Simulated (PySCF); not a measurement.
F2HOS, SMILES [OH+]=S(F)F, charge +1.

Geometry: B3LYP-D3(BJ)/def2-SVP. The isomer is the one that the SMILES or the coordinates give; other isomers of the formula were not compared.

Computed with B3LYP/def2-TZVPD run with PySCF.

Symmetry labels are those of the subgroup Cs that the program uses (full group Cs).

**Question.** List the valence orbital energies around the gap with their symmetry. (An estimate is asked for; the answer gives what the named calculation found.)

**Answer.** 
```tsv
orbital	symmetry	energy (eV)
HOMO−7	A"	-23.70
HOMO−6	A'	-22.50
HOMO−5	A'	-21.29
HOMO−4	A"	-20.57
HOMO−3	A"	-19.82
HOMO−2	A'	-19.28
HOMO−1	A"	-18.50
HOMO	A'	-18.20
LUMO	A"	-8.92
LUMO+1	A'	-8.52
LUMO+2	A'	-6.47
LUMO+3	A'	-5.22
```
